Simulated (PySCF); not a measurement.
SMILES [SeH][AlH][OH], PBE0/def2-SVP optimised geometry.

```
6

Al     0.44     0.17     0.00
H      2.02     0.17     0.00
O     -0.49    -1.26     0.00
H     -0.16    -2.15    -0.01
Se    -0.74     2.15     0.00
H     -2.02     1.42     0.00
```

Density from PBE0/def2-TZVP in PySCF at that geometry.

Minimum of the electron density along straight lines between bonded atoms, close to the bond critical point (lines longer than 1.1 times the sum of covalent radii, or with two minima, are not listed):

```tsv
bond	length / Å	ρ at the minimum / e bohr⁻³	∇²ρ there / e bohr⁻⁵	position (fraction from the first atom)
Al1–H2	1.581	0.084	?	0.50
Al1–O3	1.702	0.108	0.78	0.43
O3–H4	0.958	0.357	?	0.81
Al1–Se5	2.308	0.067	?	0.36
Se5–H6	1.472	0.172	-0.30	0.63
```

Q: What belongs in the gaps?

A: 
- Al1–H2, ∇²ρ there / e bohr⁻⁵: 0.20
- O3–H4, ∇²ρ there / e bohr⁻⁵: -2.44
- Al1–Se5, ∇²ρ there / e bohr⁻⁵: 0.14
